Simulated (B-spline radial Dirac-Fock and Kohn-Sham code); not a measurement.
## How the levels of samarium move as electrons are removed

These are calculated numbers from a radial atomic solver; the model is ΔSCF Dirac-Fock with Breit, self-energy and vacuum polarisation, finite nucleus, configuration average. Each ion is free and in its tabulated ground configuration. No correlation.

Reference: Sm¹⁵⁺, [Kr] 4d10 4f1, with K 47166.1 eV, M1 2063.3 eV, M3 1756.1 eV, N1 671.7 eV, N3 569.3 eV, Kα1 (K-L3) 40116.4 eV, Kβ1 (K-M3) 45410.0 eV, Lℓ (L3-M1) 4986.5 eV. Shifts from it, in eV (a dash: the subshell is empty, belongs to an open shell averaged over j, or its hole state is left out as unreliable):

```tsv
ion	configuration	K	M1	M3	N1	N3	Kα1	Kβ1	Lℓ
Sm¹⁶⁺	[Kr] 4d10	+38.1	+40.3	+40.2	+35.3	+34.4	-1.04	-2.07	-1.16
Sm¹⁷⁺	[Kr] 4d9	+83.7	+83.0	+82.8	+71.1	+68.9	-1.00	+0.86	+1.66
Sm¹⁸⁺	[Kr] 4d8	+130.5	+126.7	+126.5	+107.5	+104.1	-0.93	+4.06	+4.71
Sm¹⁹⁺	[Kr] 4d7	+178.6	+171.4	+171.1	+144.5	+139.8	-0.82	+7.54	+7.99
Sm²⁰⁺	[Kr] 4d6	+227.9	+217.1	+216.6	+182.1	+176.1	-0.67	+11.29	+11.51
Sm²¹⁺	[Kr] 4d5	+278.4	+263.7	+263.1	+220.3	+213.1	-0.49	+15.33	+15.28
Sm²²⁺	[Kr] 4d4	+330.2	+311.2	+310.6	+259.1	+250.6	-0.26	+19.65	+19.29
Sm²³⁺	[Kr] 4d3	+383.2	+359.6	+358.9	+298.4	+288.7	+0.01	+24.27	+23.55
Sm²⁴⁺	[Kr] 4d2	+437.4	+409.0	+408.2	+338.4	+327.4	+0.32	+29.20	+28.06
```

Over this range K (1s) moves by +437.4 eV and Kα1 by +0.3 eV: a line is a difference of two levels that shift in the same direction.
